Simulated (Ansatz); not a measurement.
Ligand exchange: GaH2Cl + SnH3(SH) → GaH2(SH) + SnH3Cl

Species: GaH2Cl `[Cl][GaH2]`, singlet; SnH3(SH), singlet; GaH2(SH), singlet; SnH3Cl `[Cl][SnH3]`, singlet. The partners trade Cl for SH: Ga–Cl and Sn–SH bonds give way to Ga–SH and Sn–Cl.

Shapes, held fixed at every level: PBE0-D4/def2-TZVP. Programs: Ansatz 0.2.0. The zero-point and thermal change to 298 K, harmonic and unscaled (PBE0-D4/def2-TZVP), is +0.7 kJ/mol.

Task: Estimate ΔH(298 K) of this reaction.

Result: The highest level, CCSD(T)/def2-TZVPP, gives ΔH(298 K) = -3.5 kJ/mol; the levels span -5.3 to -2.5. That is about zero within the method's error. The column of differences is taken from that level and isn't an error. No measured value is set beside it here. For atoms past krypton def2 sets carry core potentials with scalar relativity. Relativity is left out for Ga. Outer-core shells of Ga, Sn are correlated in most correlated rows, in sets that cover them unevenly.

```
                level                    kind  ΔH(298 K) (kJ/mol)  less CCSD(T)/def2-TZVPP
  B3LYP-D4/def2-TZVPP           global hybrid                -5.3                     -1.8
r2SCAN0-D4/def2-TZVPP           global hybrid                -5.0                     -1.5
   wB97M-V/def2-TZVPP  range-separated hybrid                -4.4                     -0.9
       MP2/def2-TZVPP     perturbation theory                -2.7                     +0.8
     CCSD(T)/def2-SVP   coupled cluster or CI                -3.0                     +0.5
        CCSD/def2-SVP   coupled cluster or CI                -2.5                     +1.0
      CCSD/def2-TZVPP   coupled cluster or CI                -3.2                     +0.3
   CCSD(T)/def2-TZVPP   coupled cluster or CI                -3.5                      0.0
```
